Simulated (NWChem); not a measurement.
System: SnNH5O2; SMILES [NH2][SnH]([OH])[OH]

The following NWChem deck was run.

```
start job
memory heap 200 mb stack 900 mb global 1100 mb
geometry units angstroms noautoz
  Sn    -0.015022    -0.016294     0.268544
  N     -0.119052    -1.784676    -0.707625
  O     -1.251749     1.132454    -0.772395
  O      1.803986     0.736872     0.053261
  H     -0.325009    -0.004944     1.947971
  H     -0.317898    -2.589580    -0.117843
  H     -0.814130    -1.754319    -1.452049
  H     -0.946168     2.046430    -0.808759
  H      2.226565     0.380843    -0.737805
end
basis spherical
  Sn library def2-svp
  N library def2-svp
  O library def2-svp
  H library def2-svp
end
ecp
  Sn library def2-ecp
end
dft
  xc xpbe96 cpbe96
  iterations 150
end
tddft
  cis
  nroots 8
  notriplet
end
task tddft energy
```

Parts of the log:

```
             Northwest Computational Chemistry Package (NWChem) 7.3.0
             --------------------------------------------------------

 C1  symmetry detected

                             Geometry "geometry" -> ""
                             -------------------------

 Output coordinates in angstroms (scale by  1.889725989 to convert to a.u.)

  No.       Tag          Charge          X              Y              Z
 ---- ---------------- ---------- -------------- -------------- --------------
    1 Sn                  50.0000     0.01382712    -0.01884535    -0.25268455
    2 N                    7.0000     1.11206829     1.47980331     0.54657861
    3 O                    8.0000    -1.80077208     0.33729710     0.46359887
    4 O                    8.0000     0.61672310    -1.74334373     0.51217992
    5 H                    1.0000     0.04901308    -0.22655722    -1.94747467
    6 H                    1.0000     1.66460404     2.01113327    -0.12248469
    7 H                    1.0000     0.52453684     2.13125936     1.06487763
    8 H                    1.0000    -2.28280424    -0.47926103     0.63947389
    9 H                    1.0000     1.04120781    -1.60455715     1.36755475

 Effective nuclear repulsion energy (a.u.)     422.3037029555

 Summary of "ao basis" -> "ao basis" (spherical)
 ------------------------------------------------------------------------------
       Tag                 Description            Shells   Functions and Types
 ---------------- ------------------------------  ------  ---------------------
 Sn                         def2-svp                10       26   4s4p2d
 N                          def2-svp                 6       14   3s2p1d
 O                          def2-svp                 6       14   3s2p1d
 H                          def2-svp                 3        5   2s1p

            General Information
            -------------------
          SCF calculation type: DFT
          Wavefunction type:  closed shell.
          No. of atoms     :     9
          No. of electrons :    50
           Alpha electrons :    25
            Beta electrons :    25
          Charge           :     0
          Spin multiplicity:     1
          Use of symmetry is: off; symmetry adaption is: off
          Maximum number of iterations: 150
          AO basis - number of functions:    93
                     number of shells:    43
          Convergence on energy requested:  1.00D-06
          Convergence on density requested:  1.00D-05
          Convergence on gradient requested:  5.00D-04

              XC Information
              --------------
          PerdewBurkeErnzerhof Exchange Functional  1.000
            Perdew 1991 LDA Correlation Functional  1.000 local
           PerdewBurkeErnz. Correlation Functional  1.000 non-local

             Grid Information
             ----------------
          Grid used for XC integration:  medium
          Radial quadrature: Mura-Knowles
          Angular quadrature: Lebedev.
          Tag              B.-S. Rad. Rad. Pts. Rad. Cut. Ang. Pts.
          ---              ---------- --------- --------- ---------
          Sn                  1.45      123           9.0       590
          N                   0.65       49          11.0       434
          O                   0.60       49          11.0       434
          H                   0.35       45          12.0       434
          Grid pruning is: on
          Number of quadrature shells:   495
          Spatial weights used:  Erf1

      Superposition of Atomic Density Guess
      -------------------------------------

 Sum of atomic energies:        -455.21862738

      Non-variational initial energy
      ------------------------------

 Total energy =    -420.305139
 1-e energy   =   -1094.955031
 2-e energy   =     455.205645
 HOMO         =      -0.346804
 LUMO         =      -0.020538

   convergence    iter        energy       DeltaE   RMS-Dens  Diis-err
 ---------------- ----- ----------------- --------- --------- ---------
 d= 0,ls=0.0,diis     1   -421.9682944005 -6.41D+02  3.19D-02  1.23D+00
 d= 0,ls=0.0,diis     2   -421.3528509616  6.15D-01  2.28D-02  6.83D+00
 d= 0,ls=0.0,diis     3   -422.1175279224 -7.65D-01  3.21D-03  6.25D-02
 d= 0,ls=0.0,diis     4   -422.1171545565  3.73D-04  1.93D-03  6.38D-02
 d= 0,ls=0.0,diis     5   -422.1243345516 -7.18D-03  4.07D-04  1.94D-03
  Resetting Diis
 d= 0,ls=0.0,diis     6   -422.1245535309 -2.19D-04  1.27D-04  1.68D-04
 d= 0,ls=0.0,diis     7   -422.1245687163 -1.52D-05  1.55D-04  3.89D-05
 d= 0,ls=0.0,diis     8   -422.1245423399  2.64D-05  1.13D-04  2.92D-04
 d= 0,ls=0.0,diis     9   -422.1245728705 -3.05D-05  9.42D-06  4.20D-07
 d= 0,ls=0.0,diis    10   -422.1245729330 -6.25D-08  2.56D-06  1.19D-07

         Total DFT energy =     -422.124572933038
      One electron energy =    -1098.773371769777
           Coulomb energy =      501.034296085244
    Exchange-Corr. energy =      -43.829744043088
 Nuclear repulsion energy =      219.444246794582

 Numeric. integr. density =       50.000030376101

                       DFT Final Molecular Orbital Analysis
                       ------------------------------------

 Vector   23  Occ=2.000000D+00  E=-2.389647D-01
              MO Center= -1.0D+00, -1.1D-01,  3.8D-01, r^2= 3.0D+00
   Bfn.  Coefficient  Atom+Function         Bfn.  Coefficient  Atom+Function
  ----- ------------  ---------------      ----- ------------  ---------------
    46      0.507516  3 O  pz                49      0.379895  3 O  pz
    58     -0.240828  4 O  px                70      0.192086  5 H  s
    61     -0.177570  4 O  px                16      0.139355  1 Sn pz
    60      0.132394  4 O  pz                69      0.114190  5 H  s
    59     -0.106508  4 O  py                63      0.099885  4 O  pz

 Vector   24  Occ=2.000000D+00  E=-2.347340D-01
              MO Center= -2.3D-01, -9.5D-01,  4.7D-01, r^2= 3.1D+00
   Bfn.  Coefficient  Atom+Function         Bfn.  Coefficient  Atom+Function
  ----- ------------  ---------------      ----- ------------  ---------------
    58      0.446817  4 O  px                61      0.342288  4 O  px
    44      0.261308  3 O  px                46      0.230129  3 O  pz
    60     -0.225538  4 O  pz                47      0.198315  3 O  px
    49      0.178548  3 O  pz                63     -0.167999  4 O  pz
    45     -0.149621  3 O  py                48     -0.116081  3 O  py

[...]

                                NWChem TDDFT Module
                                -------------------

            General Information
            -------------------
           No. of orbitals :     186
            Alpha orbitals :      93
             Beta orbitals :      93
        Alpha frozen cores :       0
         Beta frozen cores :       0
     Alpha frozen virtuals :       0
      Beta frozen virtuals :       0
         Spin multiplicity :       1
    Number of AO functions :      93
        Use of symmetry is : off
      Symmetry adaption is : off
         Schwarz screening :  0.10D-07

              XC Information
              --------------
   PerdewBurkeErnzerhof Exchange Functional   1.00
     Perdew 1991 LDA Correlation Functional   1.00 local
    PerdewBurkeErnz. Correlation Functional   1.00 non-local

             TDDFT Information
             -----------------
          Calculation type : Tamm-Dancoff TDDFT
         Wavefunction type : Restricted singlets
          No. of electrons :      50
           Alpha electrons :      25
            Beta electrons :      25
              No. of roots :       8
          Max subspacesize :    5600
            Max iterations :     100
               Target root :       1
           Target symmetry : none
      Symmetry restriction : off
                 Algorithm : Optimal
        Davidson threshold :  0.10D-03

    8 smallest eigenvalue differences (eV)
--------------------------------------------------------
  No. Spin  Occ  Vir  Irrep   E(Occ)    E(Vir)   E(Diff)
--------------------------------------------------------
    1    1   25   26 a        -0.217    -0.045     4.687
    2    1   24   26 a        -0.235    -0.045     5.164
    3    1   23   26 a        -0.239    -0.045     5.279
    4    1   25   27 a        -0.217    -0.003     5.836
    5    1   22   26 a        -0.268    -0.045     6.065
    6    1   25   28 a        -0.217     0.008     6.117
    7    1   24   27 a        -0.235    -0.003     6.313
    8    1   23   27 a        -0.239    -0.003     6.429
--------------------------------------------------------

  Entering Davidson iterations
  Restricted singlet excited states

  Iter   NTrls   NConv    DeltaV     DeltaE      Time
  ----  ------  ------  ---------  ---------  ---------
    1      8       0     0.25E+00   0.10+100        2.6
    2     16       0     0.69E-01   0.79E-01        2.6
    3     24       0     0.32E-01   0.39E-02        2.6
    4     32       1     0.37E-02   0.83E-03        2.6
    5     39       6     0.12E-02   0.19E-04        2.4
    6     41       7     0.18E-03   0.15E-05        1.5
    7     42       8     0.41E-04   0.37E-07        1.3
  ----  ------  ------  ---------  ---------  ---------
  Convergence criterion met

  Ground state a        -422.124572933038 a.u.

  ----------------------------------------------------------------------------
  Root   1 singlet a              0.181879745 a.u.                4.9492 eV
  ----------------------------------------------------------------------------
     Transition Moments    X -0.22014   Y  0.06979   Z -0.36661
     Dipole Oscillator Strength                    0.0227638263
     Electric Quadrupole                           0.0000000252
     Magnetic Dipole                               0.0000000715
     Total Oscillator Strength                     0.0227639229

     Occ.   20  a   ---  Virt.   26  a        0.07482
     Occ.   23  a   ---  Virt.   26  a       -0.13490
     Occ.   24  a   ---  Virt.   26  a       -0.16744
     Occ.   25  a   ---  Virt.   26  a       -0.95475
     Occ.   25  a   ---  Virt.   27  a        0.13707
     Occ.   25  a   ---  Virt.   28  a        0.09545
  ----------------------------------------------------------------------------
  Root   2 singlet a              0.199746253 a.u.                5.4354 eV
  ----------------------------------------------------------------------------
     Transition Moments    X  0.43918   Y -0.03309   Z  0.09991
     Dipole Oscillator Strength                    0.0271600652
     Electric Quadrupole                           0.0000000177
     Magnetic Dipole                               0.0000001168
     Total Oscillator Strength                     0.0271601997

     Occ.   22  a   ---  Virt.   26  a       -0.13026
     Occ.   23  a   ---  Virt.   26  a       -0.07521
     Occ.   23  a   ---  Virt.   27  a        0.06972
     Occ.   24  a   ---  Virt.   26  a       -0.94776
     Occ.   24  a   ---  Virt.   27  a       -0.16020
     Occ.   24  a   ---  Virt.   28  a       -0.06452
     Occ.   25  a   ---  Virt.   26  a        0.14748
     Occ.   25  a   ---  Virt.   27  a       -0.05702
     Occ.   25  a   ---  Virt.   28  a       -0.07455
  ----------------------------------------------------------------------------
  Root   3 singlet a              0.202380155 a.u.                5.5070 eV
  ----------------------------------------------------------------------------
     Transition Moments    X -0.11975   Y  0.01287   Z  0.42531
     Dipole Oscillator Strength                    0.0263620525
     Electric Quadrupole                           0.0000000295
     Magnetic Dipole                               0.0000000324
     Total Oscillator Strength                     0.0263621144

     Occ.   20  a   ---  Virt.   26  a       -0.07934
     Occ.   21  a   ---  Virt.   26  a        0.06690
     Occ.   22  a   ---  Virt.   26  a        0.05821
     Occ.   23  a   ---  Virt.   26  a       -0.97108
     Occ.   23  a   ---  Virt.   27  a       -0.08484
     Occ.   24  a   ---  Virt.   26  a        0.08156
     Occ.   24  a   ---  Virt.   28  a        0.07746
     Occ.   25  a   ---  Virt.   26  a        0.10449
  ----------------------------------------------------------------------------
  Root   4 singlet a              0.218789984 a.u.                5.9536 eV
  ----------------------------------------------------------------------------
     Transition Moments    X  0.17831   Y -0.07583   Z  0.22563
     Dipole Oscillator Strength                    0.0129013662
     Electric Quadrupole                           0.0000000389
     Magnetic Dipole                               0.0000004936
     Total Oscillator Strength                     0.0129018988

     Occ.   24  a   ---  Virt.   27  a       -0.09241
     Occ.   25  a   ---  Virt.   26  a        0.12101
     Occ.   25  a   ---  Virt.   27  a        0.97448
     Occ.   25  a   ---  Virt.   28  a       -0.13512
  ----------------------------------------------------------------------------
  Root   5 singlet a              0.230099030 a.u.                6.2613 eV
  ----------------------------------------------------------------------------
     Transition Moments    X  0.07602   Y -0.22175   Z -0.05769
     Dipole Oscillator Strength                    0.0089403727
     Electric Quadrupole                           0.0000000129
     Magnetic Dipole                               0.0000002521
     Total Oscillator Strength                     0.0089406377

     Occ.   22  a   ---  Virt.   26  a        0.75775
     Occ.   22  a   ---  Virt.   28  a        0.05117
     Occ.   23  a   ---  Virt.   27  a        0.19399
     Occ.   23  a   ---  Virt.   28  a       -0.12575
     Occ.   24  a   ---  Virt.   27  a       -0.42012
     Occ.   25  a   ---  Virt.   28  a        0.42588
  ----------------------------------------------------------------------------
  Root   6 singlet a              0.238369514 a.u.                6.4864 eV
  ----------------------------------------------------------------------------
     Transition Moments    X -0.07280   Y  0.16845   Z -0.21941
     Dipole Oscillator Strength                    0.0130016620
     Electric Quadrupole                           0.0000000136
     Magnetic Dipole                               0.0000004554
     Total Oscillator Strength                     0.0130021310

     Occ.   21  a   ---  Virt.   26  a       -0.05450
     Occ.   22  a   ---  Virt.   26  a       -0.12165
     Occ.   22  a   ---  Virt.   28  a       -0.05281
     Occ.   23  a   ---  Virt.   26  a        0.05934
     Occ.   23  a   ---  Virt.   27  a       -0.76087
     Occ.   23  a   ---  Virt.   28  a       -0.08569
     Occ.   24  a   ---  Virt.   26  a        0.06998
     Occ.   24  a   ---  Virt.   27  a       -0.58124
     Occ.   24  a   ---  Virt.   28  a       -0.19290
     Occ.   25  a   ---  Virt.   28  a       -0.05174
  ----------------------------------------------------------------------------
  Root   7 singlet a              0.242380807 a.u.                6.5955 eV
  ----------------------------------------------------------------------------
     Transition Moments    X -0.40596   Y -0.18098   Z -0.33388
     Dipole Oscillator Strength                    0.0499361090
     Electric Quadrupole                           0.0000000824
     Magnetic Dipole                               0.0000004824
     Total Oscillator Strength                     0.0499366739

[...]
```

Level: PBE/def2-SVP with def2 effective core potentials on Sn, TDA. Geometry: optimised at PBE0/def2-SVP. def2 effective core potentials on Sn; no spin-orbit coupling.
